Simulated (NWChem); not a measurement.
Species: C3H4BCl; SMILES C(#C)B(C)Cl

```xyz
9

B      0.3494     0.0645     0.0102
C     -0.2301    -1.3466     0.0023
C     -0.6688    -2.4830    -0.0018
H     -1.0647    -3.4833    -0.0053
Cl    -0.7941     1.4076    -0.0057
C      1.8876     0.3290     0.0086
H      2.1570     1.3847     0.1437
H      2.2972    -0.0170    -0.9579
H      2.3880    -0.2846     0.7757
```
Atoms are numbered in this order, from 1.

Level: PBE0/def2-SVP (NWChem), optimised geometry, unscaled harmonic frequencies. 

### Question
List the harmonic frequencies with IR intensities, and the thermochemistry.

### Answer
```tsv
frequency (cm⁻¹)	IR intensity (km/mol)
18	1.0
146	1.3
207	3.7
286	0.9
462	4.9
476	5.6
582	15.9
698	38.1
784	24.9
816	16.4
830	26.9
1062	246.7
1156	147.1
1320	115.9
1417	1.8
1428	6.4
2184	97.1
3049	0.9
3130	1.1
3186	5.3
3476	48.7
```

The zero-point energy is 38.2 kcal/mol. The thermal correction to the enthalpy at 298.15 K (with zero-point energy) is 42.8 kcal/mol and the heat capacity Cv is 20.7 cal/(mol K). The entropy at 298.15 K and 1 atm (symmetry number 1) is 82.3 cal/(mol K) and the dipole moment is 1.54 D.

Rigid rotor and harmonic oscillator; modes under 100 cm⁻¹ make the entropy uncertain.
